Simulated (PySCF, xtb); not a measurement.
C2H12N2Si2, SMILES [Si@@H](CN)(N[SiH3])C.

GFN2-xTB (xtb) at its own geometry gives an orbital gap of 4.71 eV and a dipole moment of 1.14 D.

The structure is a stationary point at B3LYP-D3(BJ)/def2-SVP. The structure was generated by enumeration; whether it is a known compound was not checked. Other conformers were not sampled.

What does HF/def2-TZVP (PySCF) give? (An estimate is asked for; the answer gives what the named calculation found.)

gap 13.33 eV (levels -10.23 and 3.10 eV), dipole 0.74 D.
